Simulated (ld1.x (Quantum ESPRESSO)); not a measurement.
**Be (Z = 4), TM: configuration errors across variants**

| Property | Result |
| --- | --- |
| Element | Be |
| Generator | ld1.x (Quantum ESPRESSO) 7.5 |
| Type | norm-conserving Troullier–Martins (Kleinman–Bylander form) |
| Functional | revPBE |
| Relativity | non-relativistic |
| Frozen core | [He] |
| Valence charge | 2 |
| Reference configuration | 2s1.75 2p0.25 |
| Partial waves | 2s (bound): rc 2.25 bohr; 2p (bound): rc 3.15 bohr; 3d channel at 0.4 Ry: rc 2.55 bohr |
| Local potential | all-electron potential smoothed inside 2.20 bohr (lloc = -1) |
| Core correction | none |

All-electron excitation energies from the reference (eV): (1) 2s2 2p0 -0.907; (2) 2s1 2p0 8.650; (3) 2s1.5 2p0 2.857; (4) 2s1 2p1 2.738; (5) 2s0 2p2 6.405; (6) 2s0 2p1 12.598.

Errors AE − PS in meV (a dash: test not solved or not reliable):

| change | (1) | (2) | (3) | (4) | (5) | (6) | bound ghosts |
| --- | --- | --- | --- | --- | --- | --- | --- |
| base | -0.5 | +9.5 | +3.2 | -3.5 | -14 | -63 | none |
| wave 2s (bound): rc 2.25 bohr becomes 2s (bound): rc 1.62 bohr | -0.4 | +11 | +3.2 | -3.4 | -27 | -67 | none |
| wave 2s (bound): rc 2.25 bohr becomes 2s (bound): rc 1.84 bohr | -0.4 | +11 | +3.2 | -3.0 | -24 | -66 | none |
| wave 2s (bound): rc 2.25 bohr becomes 2s (bound): rc 2.08 bohr | -0.5 | +10 | +3.2 | -3.0 | -18 | -63 | none |
| wave 2s (bound): rc 2.25 bohr becomes 2s (bound): rc 2.26 bohr | -0.5 | +9.5 | +3.2 | -3.5 | -14 | -63 | none |
| wave 2s (bound): rc 2.25 bohr becomes 2s (bound): rc 2.46 bohr | -0.6 | +8.4 | +3.2 | -4.2 | -12 | -65 | none |
| wave 2s (bound): rc 2.25 bohr becomes 2s (bound): rc 2.68 bohr | -0.7 | +6.4 | +3.2 | -5.4 | -12 | -72 | none |
| wave 2s (bound): rc 2.25 bohr becomes 2s (bound): rc 2.90 bohr | -0.8 | +4.6 | +3.3 | -6.4 | -14 | -81 | none |
| wave 2s (bound): rc 2.25 bohr becomes 2s (bound): rc 3.22 bohr | -0.9 | +2.1 | +3.6 | -7.9 | -19 | -98 | none |
| wave 2s (bound): rc 2.25 bohr becomes 2s (bound): rc 3.42 bohr | -1.0 | +0.3 | +3.9 | -9.2 | -25 | -115 | none |

(1) Give the same row for: wave 2s (bound): rc 2.25 bohr becomes 2s (bound): rc 1.52 bohr.

Answers

(1) -0.4, +11, +3.2, -3.1, -25, -66; bound ghosts: none.
